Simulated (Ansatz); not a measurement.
ClH$_{5}$O$_{2}$Si$_{2}$ (`O[Si](O)([SiH3])Cl`) at its PBE0-D4/def2-TZVP geometry, where that method's forces vanish. The species carries charge 0 and has multiplicity 1.

```xyz
10

O     0.6203    0.2119   -1.8366
Si    0.4835   -0.3547   -0.3058
O     1.8962   -0.1099    0.4631
Si   -1.1941    0.6523    0.9618
Cl    0.0594   -2.3784   -0.4601
H     0.1131   -0.2294   -2.5202
H     2.7067   -0.3790    0.0244
H    -2.4944    0.4465    0.2701
H    -0.9378    2.1102    1.0939
H    -1.2529    0.0305    2.3093
```

Problem. What forces (eV/Å) does r2SCAN-D4/def2-TZVPP give on these atoms in the Gaussian-basis code of Ansatz? (An estimate is asked.)

Solution. Computed: 
```
O1   0.025  0.046 -0.053
Si2 -0.056  0.020  0.040
O3   0.032  0.035  0.047
Si4  0.013 -0.001 -0.006
Cl5 -0.022 -0.091 -0.001
H6  -0.017 -0.004 -0.022
H7   0.027 -0.009 -0.010
H8   0.020  0.006  0.017
H9  -0.013 -0.019  0.005
H10 -0.007  0.016 -0.017
```
